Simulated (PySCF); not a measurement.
## Calculated NMR data

Calculated, not measured (PySCF 2.14): σ from GIAO-PBE0/pcSseg-1, structure optimised with PBE0-D3(BJ)/def2-SVP, B3LYP/pcJ-1 coupling constants (spin–dipole term left out of most H,H and C,H couplings). Single conformer, one averaged value for each set of equivalent atoms, gas phase, no relativistic terms.

References, each an isolated molecule treated in the same way: ¹H (σ = 31.27 ppm) and ¹³C (σ = 184.41 ppm) vs TMS. Multiplet labels drop J under 1 Hz and among equivalent protons, and merge close values. Unscaled 3J(H,H) run several per cent high. One-bond C–F couplings are unscaled and too large by tens of Hz. Shifts are as computed. Against solution values, carbons near 30 ppm lie about +2 ppm off and those near 130 ppm about +5 ppm. Of 1313 compounds with measured shifts, 239 miss one by over three times the rms of a fit or turn the order of signals round; such compounds aren't used in these exercises.

Compound 1 (C₅H₄F₄O₂). ¹H NMR (600 MHz, computed): δ 7.52 (dd, J = 2.9, 1.3 Hz, 1H), 6.18 (t, J = 82.8 Hz, 1H), 6.15 (dd, J = 85.3, 4.6 Hz, 1H), 5.47 (ddd, J = 28.5, 4.6, 1.7 Hz, 1H). ¹³C{¹H} NMR (computed): δ 153.3 (dt, J = 339.3, 5.0 Hz), 138.4 (d, J = 323.6 Hz), 131.2 (d, J = 7.9 Hz), 122.8 (d, J = 70.1 Hz), 117.4 (td, J = 330.4, 3.1 Hz). Structure: `F/C=C\O/C=C(/F)OC(F)F`.

Compound 2 (C₅H₄F₄O₂). ¹H NMR (600 MHz, computed): δ 6.40 (ddd, J = 79.1, 4.6, 1.7 Hz, 1H), 5.45 (qtd, J = 3.2, 2.7, 1.7 Hz, 1H), 4.77 (m, 1H), 4.52 (ddd, J = 26.9, 16.4, 2.5 Hz, 1H). ¹³C{¹H} NMR (computed): δ 159.9 (C, dq, J = 10.2, 1.5 Hz), 126.7 (C, q, J = 338.6 Hz), 117.6 (CH, d, J = 288.4 Hz), 106.7 (CH, d, J = 20.8 Hz), 73.0 (CH2, d, J = 8.5 Hz). Structure: SMILES F[C@H]1C=C(OC(F)(F)F)CO1.
